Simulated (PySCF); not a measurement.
## Heteronuclear NMR

Numbering as in the mapped SMILES `[CH2:1]=[CH:2][CH2:3][C:4]1=[CH:5][O:6][C:7](=[O:8])[SiH2:9][CH2:10]1` (H(Xn): hydrogen on atom n). Ha(C1) is cis to C3; Hb(C1) is trans to C3.

No relativistic terms, isolated molecule, one computed conformer, rapidly exchanging positions averaged. σ from GIAO-PBE0/pcSseg-1; GFN2-xTB structure; PySCF.

(1) Where does 29Si resonate?

(2) Where does 17O resonate?

## Answers

(1) 
```csv
atoms,environment,σ (ppm),δ (ppm)
Si9,"silicon bonded to 2 C, 2 H, in a 6-membered ring",424.5,-69.0
```

Shieldings were converted by a linear fit to measured shifts: 29Si: δ = 279.94 − 0.822σ (rms 8.9 ppm, 72 shifts, 25.8 ppm with the 6 outliers that the fit left out vs TMS, solution or neat liquid). A few per cent of atoms miss by over 2 rms, more outside the fitted compound classes.

On a 500 MHz spectrometer 29Si resonates near 99.3 MHz, so 1 ppm is 99.3 Hz.

(2) 
```tsv
atoms	environment	σ (ppm)	δ (ppm)
O8	ester carbonyl oxygen	-238.1	483.5
O6	ester alkoxy oxygen	34.9	234.9
```

Shieldings were converted by a linear fit to measured shifts: 17O (scatter 10.7 ppm rms, 12.2 ppm with the 3 outliers that the fit left out vs liquid water, solution or neat liquid). A few per cent of atoms miss by over 2 rms, more outside the fitted compound classes.

On a 600 MHz spectrometer 17O resonates near 81.3 MHz, so 1 ppm is 81.3 Hz.
